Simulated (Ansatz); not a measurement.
Cost and result for the atomization energy of Cl₂FH₃Si₂ (`F[Si]([SiH3])(Cl)Cl`) (8 atoms, 7 bonds).

The species carries charge 0 and has multiplicity 1. The geometry is a stationary point of PBE0-D4/def2-TZVP. Program: Ansatz. All runs use 4 threads of a server CPU on a shared host. Times are those of one run each, without the atoms' runs, and a repeat can differ threefold. Electronic energies, without spin–orbit coupling; frozen cores. CCSD(T)/CBS adds CCSD(T) − MP2 in def2-TZVPP to the MP2 limit, and its time is that of the two runs behind it. T1 = 0.011. B3LYP takes the VWN-RPA correlation (the form of Gaussian; ORCA's B3LYP/G). HSE06 is the plane-wave form, built on full-range PBE exchange.

CCSD(T)/CBS is a level of theory with its own doubt, some kJ/mol a heavy atom from the limit and from the frozen cores, so smaller differences don't rank the functionals.

```json
{"level": "revPBE-D4/def2-TZVPP", "functions": "241", "wall time": "1 s", "atomization (kcal/mol)": "614.2", "difference from CCSD(T)/CBS": "-14.8", "per bond": "-2.1"}
{"level": "CCSD(T)/def2-SVP", "functions": "101", "wall time": "1.4 s", "atomization (kcal/mol)": "570.1", "difference from CCSD(T)/CBS": "-58.9", "per bond": "-8.4"}
{"level": "HSE06-D4/def2-TZVPP", "functions": "241", "wall time": "2 s", "atomization (kcal/mol)": "621.3", "difference from CCSD(T)/CBS": "-7.7", "per bond": "-1.1"}
{"level": "CAM-B3LYP-D4/def2-TZVPP", "functions": "241", "wall time": "2.2 s", "atomization (kcal/mol)": "623.3", "difference from CCSD(T)/CBS": "-5.7", "per bond": "-0.8"}
{"level": "B2PLYP/def2-TZVPP", "functions": "241", "wall time": "2.5 s", "atomization (kcal/mol)": "614.1", "difference from CCSD(T)/CBS": "-14.9", "per bond": "-2.1"}
{"level": "r2SCANh-D4/def2-TZVPP", "functions": "241", "wall time": "2.6 s", "atomization (kcal/mol)": "625.9", "difference from CCSD(T)/CBS": "-3.1", "per bond": "-0.4"}
{"level": "B3LYP-D4/def2-TZVPP (with forces)", "functions": "241", "wall time": "2.7 s", "atomization (kcal/mol)": "619.5", "difference from CCSD(T)/CBS": "-9.5", "per bond": "-1.4"}
{"level": "PBE-QIDH/def2-TZVPP", "functions": "241", "wall time": "2.7 s", "atomization (kcal/mol)": "621.3", "difference from CCSD(T)/CBS": "-7.7", "per bond": "-1.1"}
{"level": "B97M-V/def2-TZVPP", "functions": "241", "wall time": "3.3 s", "atomization (kcal/mol)": "633.9", "difference from CCSD(T)/CBS": "4.9", "per bond": "0.7"}
{"level": "ωB97X-V/def2-TZVPP", "functions": "241", "wall time": "3.7 s", "atomization (kcal/mol)": "632.0", "difference from CCSD(T)/CBS": "3.0", "per bond": "0.4"}
{"level": "MP2/def2-QZVPP", "functions": "427", "wall time": "9.5 s", "atomization (kcal/mol)": "635.1", "difference from CCSD(T)/CBS": "6.1", "per bond": "0.9"}
{"level": "CCSD(T)/def2-TZVPP", "functions": "241", "wall time": "41 s", "atomization (kcal/mol)": "607.8", "difference from CCSD(T)/CBS": "-21.2", "per bond": "-3.0"}
{"level": "CCSD(T)/CBS(def2)", "functions": "–", "wall time": "50 s", "atomization (kcal/mol)": "629.0", "difference from CCSD(T)/CBS": "0.0", "per bond": "0.0"}
```

From r2SCAN to r2SCAN0 (25 % exact exchange), in def2-TZVPP and without D4, the atomization energy moves by −9.9 kcal/mol: exact exchange takes away binding that semilocal exchange gives to molecules. Leaving LDA and LC-ωPBE aside and taking each functional with its dispersion term where it has one, the values, not all of them listed here, spread over 25.2 kcal/mol, from BHLYP-D4 to B97M-V. LDA lies +83.1 kcal/mol from PBE without D4, its usual overbinding. At CCSD(T), def2-SVP lies −58.9 kcal/mol from the extrapolated value and def2-TZVPP −21.2 kcal/mol: correlation converges slowly with the basis, and small sets miss more of it in the bonded molecule than in its fragments.
